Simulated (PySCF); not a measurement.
H₄Cl₃FSi₃, SMILES F[SiH2][SiH2][Si](Cl)(Cl)Cl at its GFN2-xTB optimised geometry (Å):

```
11

F      2.7648     1.3105     1.2755
Si     1.2026     1.1264     1.6340
Si     0.3016    -0.2515     0.0000
Si    -2.0252    -0.2515     0.0000
Cl    -2.7619    -1.1409     1.6781
Cl    -2.7648     1.6485     0.0000
Cl    -2.8689    -1.1995    -1.5771
H      1.2482     0.5777     2.9853
H      0.7122     2.5000     1.6656
H      0.7444     0.1195    -1.3543
H      0.7438    -1.6485     0.1514
```

Computed with PBE0/def2-TZVP in PySCF. Cells within 0.4 Å of a nucleus heavier than hydrogen are left out (blank, or x).

Map of the Laplacian of the electron density (e/bohr⁵), clipped to [-1.50, 1.50] on the plane z = 0.0 Å:

```
|5555555555555555555555555555555|
|5555555555555555555555555555555|
|5555555555555555555555555555555|
|5555555555555555555555555555555|
|5555555555555555555555555555555|
|5555555555555555555555555555555|
|5555555555555555555555555555555|
|5555555555555555555555555555555|
|5555554345555555555555555555555|
|5555539x44555555555555555555555|
|555553xx94555555555555555555555|
|555552xx84555555555555555555555|
|5555553235555555555555555555555|
|5555555444555555545555555555555|
|5555555589744458975555555555555|
|55555557xx95447xx96555555555555|
|55555559xxx6448xxx7555555555555|
|5555555599954459995555555555555|
|5555555556555555544555555555555|
|5555555555555555434555555555555|
|5555555555555555404555555555555|
|5555555555555555555555555555555|
|5555555555555555555555555555555|
|5555555555555555555555555555555|
|5555555555555555555555555555555|
|5555555555555555555555555555555|
|5555555555555555555555555555555|
|5555555555555555555555555555555|
|5555555555555555555555555555555|
|5555555555555555555555555555555|
|5555555555555555555555555555555|
```
Scale: ten equal steps from -1.50 (start of '0') to 1.50 (end of '9'), in the order '0123456789'; x runs from -5.00 to 5.00, y from -5.00 (bottom) to 5.00 (top).
